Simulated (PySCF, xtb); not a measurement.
ClH2NOSW, SMILES [NH]=[W]([Cl])([SH])=[O], multiplicity 1.

GFN2-xTB run with xtb at its own geometry gives an orbital gap of 2.40 eV and a dipole moment of 3.50 D.

Geometry optimised at B3LYP-D3(BJ)/def2-SVP. The multiplicity is an assumed one; no other spin state was optimised. The structure was generated by enumeration; whether it is a known compound was not checked. The def2 effective core potentials stand for the cores of W; spin–orbit coupling is left out. One conformer was computed; it need not be the lowest.

Problem. What does ωB97X/def2-TZVP run with PySCF give? (An estimate is asked for; the answer gives what the named calculation found.)

Solution. gap 9.78 eV (levels -10.51 and -0.73 eV), dipole 2.46 D.
